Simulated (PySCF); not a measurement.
A structure optimised at B3LYP-D3(BJ)/def2-SVP, used in a PySCF frequency run:

```
N
H 1 1.0186
Si 1 1.7237 2 114.31
Si 1 1.7601 2 115.67 3 -166.51
H 3 1.4824 1 111.18 2 143.69
H 3 1.4843 5 112.01 1 121.55
H 4 1.4942 1 109.93 2 -66.46
H 4 1.4944 7 107.10 1 -119.64
C 4 1.8761 7 110.71 8 -120.54
H 9 1.1013 4 111.40 7 -57.99
H 9 1.1016 10 108.33 4 122.07
H 9 1.1016 10 107.97 11 116.90
Cl 3 2.0966 5 105.33 6 116.57
```

Problem. Write its SMILES and formula.

Solution. C[SiH2]N[SiH2]Cl, CH8ClNSi2

Problem. What are its rotational constants (standard atomic weights)?

Solution. 3.7627, 1.3261, 1.1407 GHz
